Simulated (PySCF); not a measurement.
Calculation: PBE-D3(BJ)/def2-TZVP // B3LYP-D3(BJ)/def2-TZVP (PySCF). Gas-phase values, no solvent. 

Reference species (SMILES): `[F][Ga][F]` (neutral, multiplicity 2).

```json
{
 "dipole_moment": "2.22 D"
}
```

Changed species: `[F][Ga][SiH3]` (radical fragment; the reference has radical fragment).

Q: Predict the effect on the dipole moment.

A: the dipole moment goes up by 0.05 D, to 2.27 D.
